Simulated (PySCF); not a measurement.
# As (arsenic, neutral) across methods

[Ar] 3d10 4s1 4p3 4d1, high-spin 6D determinant (an excited configuration). Calculation: PySCF 2.14, in aug-cc-pVTZ-PP with one added diffuse shell each of s, d, f type with ECP10MDF (7s5p5d3f, 68 functions); a scalar-relativistic core potential.

```
method  E (hartree)  mean ε 4s α (eV)  mean ε 4p α (eV)  mean ε 4d α (eV)  Σ⟨r²⟩ (bohr²)   ⟨S²⟩
r2SCAN    -331.7713           -21.649           -10.948            -0.767          78.76  8.752
PBEsol    -331.5364           -20.626           -10.417            -0.807          78.87  8.751
 B3LYP    -331.9164           -22.360           -11.394            -1.059          80.30  8.751
  PBE0    -331.8507           -22.871           -11.795            -1.138          78.97  8.751
  BP86    -332.0175           -20.685           -10.484            -0.957          78.74  8.751
   LDA    -331.3455           -20.689           -10.410            -0.791          77.07  8.751
   PBE    -331.8710           -20.609           -10.425            -0.853          79.13  8.751
   UHF   -330.75021           -29.060           -15.449            -1.789          80.73  8.752
```

Energies and moments cover only the electrons outside the core potential. The outer electron is Rydberg-like, and this basis confines it to a smaller radius and binds it less than a complete one would.
